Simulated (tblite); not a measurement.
Compound: C6H7O2S (doublet state).
Numbering: `[CH2:1][C@H:2]([C:3]#[C:4][C:5](=[O:6])[OH:7])[S:8][CH3:9]` (hydrogens: H10, H11 on C1; H12 on C2; H13 on O7; H14, H15, H16 on C9)
Bond orders are those of one Lewis drawing.

Computed with GFN2-xTB (tblite), gas phase: L-BFGS steps from a force-field or distance-geometry start until the largest atomic force falls under 0.01 eV/Å.

Step 182: E = -752.3361 eV
```
atom  x, y, z in Å  |  force x, y, z in eV/Å
C1      0.7441    0.2422    2.4954   -0.001   0.003  -0.009
C2     -0.4661    0.1840    1.7678    0.007   0.001   0.004
C3     -0.5049   -0.6650    0.6224    0.008   0.001  -0.001
C4     -0.4938   -1.3143   -0.3935    0.003   0.004   0.003
C5     -0.4205   -2.1109   -1.5854    0.037  -0.018  -0.018
O6      0.6088   -2.4745   -2.0958   -0.058   0.029   0.024
O7     -1.6337   -2.3987   -2.0746    0.019  -0.017   0.005
S8     -0.7495    2.0320    0.9547   -0.001   0.000  -0.009
C9      0.6538    2.1232   -0.1810    0.001   0.031   0.025
H10     0.7637    0.6876    3.4723    0.002  -0.007  -0.014
H11     1.6790    0.0118    2.0174   -0.005   0.003   0.013
H12    -1.3804    0.1603    2.3579   -0.003  -0.001  -0.016
H13    -1.5471   -2.9374   -2.8766   -0.007   0.005   0.001
H14     1.5593    2.3681    0.3654    0.015  -0.004   0.015
H15     0.7575    1.1803   -0.7087   -0.009  -0.020  -0.023
H16     0.4222    2.9202   -0.8816   -0.008  -0.010   0.000
```

Step 183: E = -752.3364 eV
```
atom  x, y, z in Å  |  force x, y, z in eV/Å
C1      0.7408    0.2400    2.4960    0.000   0.008  -0.010
C2     -0.4683    0.1839    1.7676    0.000  -0.005   0.005
C3     -0.5075   -0.6647    0.6221    0.008   0.007   0.000
C4     -0.4966   -1.3118   -0.3952    0.007  -0.011  -0.018
C5     -0.4236   -2.1007   -1.5921    0.089  -0.048  -0.069
O6      0.6073   -2.4304   -2.1254   -0.184   0.057   0.076
O7     -1.6389   -2.4227   -2.0578    0.089  -0.012   0.010
S8     -0.7497    2.0310    0.9471    0.003  -0.001   0.000
C9      0.6620    2.1217   -0.1778    0.010   0.012   0.003
H10     0.7605    0.6833    3.4736    0.000  -0.002  -0.008
H11     1.6757    0.0086    2.0191    0.000   0.000   0.009
H12    -1.3836    0.1633    2.3560   -0.004   0.000  -0.013
H13    -1.5526   -2.9541   -2.8649   -0.008   0.008   0.006
H14     1.5593    2.3922    0.3714   -0.002  -0.011   0.002
H15     0.7841    1.1692   -0.6863   -0.008   0.015  -0.003
H16     0.4235    2.9003   -0.8972    0.001  -0.018   0.009
```

Task: Estimate the geometry and energy of step 184. (The exact step hangs on the optimiser's Hessian estimate; all steps are aligned on step 183, rigid shifts and turns removed.)

Result: E = -752.3367 eV, largest force 0.102 eV/Å
```
atom  x, y, z in Å  |  force x, y, z in eV/Å
C1      0.7412    0.2407    2.4947   -0.001   0.007  -0.008
C2     -0.4676    0.1841    1.7660    0.000  -0.005   0.004
C3     -0.5062   -0.6647    0.6207    0.007   0.006  -0.002
C4     -0.4959   -1.3120   -0.3964    0.000  -0.006  -0.009
C5     -0.4244   -2.1025   -1.5924    0.044  -0.027  -0.035
O6      0.6048   -2.4346   -2.1245   -0.090   0.032   0.035
O7     -1.6393   -2.4231   -2.0581    0.045  -0.011   0.010
S8     -0.7515    2.0304    0.9461    0.005  -0.001   0.001
C9      0.6626    2.1234   -0.1756    0.010   0.006   0.001
H10     0.7605    0.6842    3.4722    0.000  -0.001  -0.005
H11     1.6764    0.0091    2.0186    0.000   0.000   0.008
H12    -1.3832    0.1623    2.3540   -0.005   0.000  -0.009
H13    -1.5542   -2.9555   -2.8646   -0.004   0.006   0.004
H14     1.5587    2.3950    0.3753   -0.006  -0.012   0.000
H15     0.7866    1.1711   -0.6844   -0.006   0.017   0.001
H16     0.4239    2.9012   -0.8954    0.002  -0.011   0.007
```

The energy changes by -0.0003 eV. The first-order estimate −F·Δx gives -0.0004 eV and the mean of the old and new forces, exact on a quadratic surface, -0.0003 eV. The step makes an angle of 82° with the force vector and moves no atom by more than 0.005 Å.

What follows is the cost of the whole relaxation. Time: 1.8 s wall. Hardware: an Arm Neoverse V1 with one thread (shared host).
